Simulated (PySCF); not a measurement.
**A small calculation by hand: chemical shift, span and skew from a shielding tensor**

Si(H)2(OH)(OSiH3) (H6O2Si2), SMILES O([SiH3])[SiH2]O. Atoms are numbered in the order given.

```xyz
10

Si     1.1230     0.2084    -0.5779
O      1.9770    -0.0290     0.8421
O     -0.4457    -0.3649    -0.4769
Si    -1.8654    -0.0158     0.3464
H      1.7415    -0.5292    -1.7289
H      1.1198     1.6924    -0.7718
H      2.1814    -0.9561     1.0559
H     -1.9890     1.4659     0.5879
H     -1.8921    -0.7327     1.6686
H     -3.0182    -0.4853    -0.4920
```

The structure is a stationary point at PBE-D3(BJ)/def2-SVP. Other conformers were not sampled.

GIAO shieldings from KT2/pcSseg-1 (PySCF), non-relativistic, no solvent. The symmetric part of the tensor of Si1 has the principal values 366.5, 384.6, 400.6 ppm. The same nucleus in TMS has σ = 361.9 ppm at this level (PySCF, at its B3LYP-D3(BJ)/def2-TZVP geometry).

Problem. Work out the isotropic shielding, the ²⁹Si shift against TMS, the span and the skew.

Solution. 
σ(iso) = (σ11 + σ22 + σ33)/3 = 383.9 ppm. δ = σ(ref) − σ(iso) = 361.9 − (383.9) = -22.0 ppm.
Span Ω = σ33 − σ11 = 34.1 ppm. Skew κ = 3(σ(iso) − σ22)/Ω = -0.06. Tumbling in solution averages the tensor to δ; in a static solid the shielding alone would spread this spin-1/2 line over Ω.
